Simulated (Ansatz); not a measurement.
Species: Br, SMILES `[Br]` (charge 0, multiplicity 2), formula Br.

How many basis functions does Ansatz (a first-principles code) with frozen-core CCSD(T)/cc-pVTZ use, how many core orbitals are frozen, and how many electrons are correlated?

43 basis functions and 9 frozen orbitals, which leaves 17 correlated electrons (filled d shells below the valence shell are correlated). Core time is of the order of seconds.
